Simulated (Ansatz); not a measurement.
Species: C$_{3}$H$_{3}$O, charge 0, doublet. C3H3O (SMILES C=C[C]=O, doublet).
B3LYP-D3(BJ)/def2-TZVP minimum from Ansatz (a program for electronic structure):
```xyz
7

C      1.6477     0.5480     0.0825
C      0.3539     0.4933    -0.4647
C     -0.6633    -0.2427    -0.0048
O     -1.5546    -0.8780     0.3858
H      2.3898     1.1806    -0.3759
H      1.9195    -0.0285     0.9527
H      0.0977     1.0803    -1.3409
```
Charge 0, spin multiplicity 2.

Atomisation energy term by term, kcal/mol (programs: Ansatz). UHF or UKS for unpaired electrons; spin-orbit terms are left out. Correlated methods leave the cores frozen. Rows without X2C or -DK are non-relativistic. CBS(X,Y): correlation extrapolated as X^-3, Hartree-Fock from the larger set. A bracket is a step between two methods taken in the basis named. '+ core + X2C': CCSD(T) terms for core correlation (cc-pwCVTZ) and scalar relativity (cc-pVTZ-DK). Where a partner has so few electrons that a lower coupled-cluster level is exact, that level stands in. The UHF reference of C3H3O (C=C[C]=O, doublet) is spin-contaminated (<S^2> up to 0.11 over the pure value in the sets run).

```json
[
 {"term": "Hartree-Fock", "basis": "cc-pVQZ", "kcal/mol": "521.09"},
 {"term": "CCSD correlation", "basis": "CBS(cc-pVTZ,cc-pVQZ)", "kcal/mol": "188.16"},
 {"term": "(T)", "basis": "CBS(cc-pVTZ,cc-pVQZ)", "kcal/mol": "16.53"},
 {"term": "CCSDT(Q) - CCSD(T)", "basis": "cc-pVDZ", "kcal/mol": "1.30"},
 {"term": "core correlation", "basis": "cc-pwCVTZ", "kcal/mol": "3.71"},
 {"term": "scalar relativity", "basis": "X2C, cc-pVTZ-DK", "kcal/mol": "-0.65"},
 {"term": "sum: De", "basis": "", "kcal/mol": "730.1"}
]
```
